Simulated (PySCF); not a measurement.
Core-level binding energies of GaH2(CH2SiH3)

Compound: GaH2(CH2SiH3), CH₇GaSi.
Cartesian coordinates in Å at the PBE0-D3(BJ)/def2-SVP level; atoms count from 1:
```
atom  x, y, z in Å
Ga1    0.8600    1.4419   -0.6721
H2     2.4302    1.4380   -0.5867
H3     0.0612    2.7964   -0.6741
C4    -0.1165   -0.2658   -0.7498
Si5   -0.5781   -0.9278    0.9456
H6    -1.0470   -0.1321   -1.3264
H7     0.5056   -1.0249   -1.2526
H8     0.6480   -1.1490    1.7763
H9    -1.4458    0.0498    1.6761
H10   -1.3175   -2.2265    0.8637
```

The calculation used delta-SCF UKS SCAN, pcX-2 on the ionised atom, pcseg-1 elsewhere, spin-free X2C (PySCF 2.14.0). Binding energies are ΔSCF values: E(core-ionised, relaxed orbitals) − E(ground state) at a fixed geometry, referred to the vacuum level.

Problem. Give the core binding energies atom by atom.

Solution. 
| atom(s) | bonded to | level | binding energy (eV) | 2p1/2 (eV) | count |
| --- | --- | --- | --- | --- | --- |
| C4 | 2 H, Si and Ga | C 1s | 289.79 | – | 1 |
| Si5 | C and 3 H | Si 2p3/2 | 106.66 | 107.28 | 1 |
| Si5 | C and 3 H | Si 1s | 1846.43 | – | 1 |

Problem. What is the longest wavelength that can ionise Si 1s of Si5 vertically?

Solution. λ = hc/E = 12398.42 eV Å / 1846.43 eV = 6.715 Å.

2p3/2 and 2p1/2 are the ΔSCF energy of one spin-free 2p hole plus the eigenvalues of a spin–orbit and ligand-field matrix of the shell. 2p1/2 minus 2p3/2 (ligand field included): Si 0.62 eV. No level of gallium is listed. Geometry: PBE0-D3(BJ)/def2-SVP, one conformer, isolated molecule.
